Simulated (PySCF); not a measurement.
BH3S2, SMILES SBS. The structure is a stationary point at PBE-D3(BJ)/def2-TZVP. One conformer was computed; it need not be the lowest.

Computed with PBE-D3(BJ)/def2-TZVP run with PySCF.

Harmonic wavenumbers (cm⁻¹): 232, 307, 426, 642, 744, 753, 858, 902, 1061, 2609, 2626, 2627. Rotational constants (GHz): 37.49, 3.082, 2.848; symmetry number 2.

Work out the zero-point energy and the ideal-gas rigid-rotor harmonic-oscillator thermochemistry at 298.15 K and 1 atm.

ZPE = ½ Σ hcν = ½ × 13787 cm⁻¹ = 19.71 kcal/mol. H − E(el) = 23.14 kcal/mol. Entropy in cal/(mol K): translation 38.98, rotation 23.02, vibration 5.38, total 67.38. G − E(el) = 3.05 kcal/mol. Cp = 16.61 cal/(mol K).
